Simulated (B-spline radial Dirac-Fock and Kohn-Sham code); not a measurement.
## Binding energies of Ge⁷⁺ at several levels of theory

System: germanium as Ge⁷⁺, configuration [Ar] 3d7.

The density-functional columns are spherical, spin-unpolarised Dirac-Kohn-Sham results without Breit or QED terms: −ε is minus the orbital energy of the initial state and ΔSCF the difference of two total energies. The reference in the last column comes from ΔSCF Dirac-Fock with Breit, self-energy and vacuum polarisation, finite nucleus, configuration average. All numbers are from an atomic code on a B-spline grid, in eV; a selection of levels is shown. The Kohn-Sham columns are given as differences from the reference. For the 1s level of heavy atoms much of the gap between ΔSCF and the reference is the Breit and QED part, -22.4 eV here; for other levels the error of the functional can be larger.

```
level  PBE −ε − DF  PBE ΔSCF − DF  LDA −ε − DF  LDA ΔSCF − DF  Dirac-Fock
   1s       -164.3          +40.8       -184.2          +20.2     11268.6
   2s        -64.7          -26.1        -67.0          -28.2      1584.0
2p1/2        -47.6           -1.6        -48.2           -2.3      1415.3
2p3/2        -48.2           -3.2        -48.8           -3.8      1384.0
   3s        -29.1          -12.6        -29.9          -13.4       334.4
3p1/2        -21.5           -5.2        -21.7           -5.4       276.3
3p3/2        -21.5           -5.3        -21.7           -5.5       271.6
   3d        -14.3           +1.8        -14.0           +2.1       177.8
```

Values without a named source are computed, but for edge energies of neutral atoms, which are taken from tables.
